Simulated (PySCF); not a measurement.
C5H7F, SMILES F[C@H]1C=CCC1.

Coordinates come from a PBE-D3(BJ)/def2-SVP optimisation. The structure was generated by enumeration; whether it is a known compound was not checked. One conformer was computed; it need not be the lowest.

All values below come from PBE0/def2-TZVP (PySCF).

The molecule is in vacuum.

Computed frontier levels, gap, dipole moment and polarisability:
```json
{
 "highest_occupied_level": "-7.41 eV",
 "lowest_empty_level": "-0.04 eV",
 "orbital_gap": "7.37 eV",
 "dipole_moment": "2.16 D",
 "quadrupole, principal values (traceless, Buckingham form, about the centre of nuclear charge)": "-5.07, 1.72, 3.35 D·Å",
 "mean_static_polarisability": "57.3 bohr³ (8.49 Å³)",
 "polarisability_principal_values": "45.7, 58.3, 67.9 bohr³"
}
```
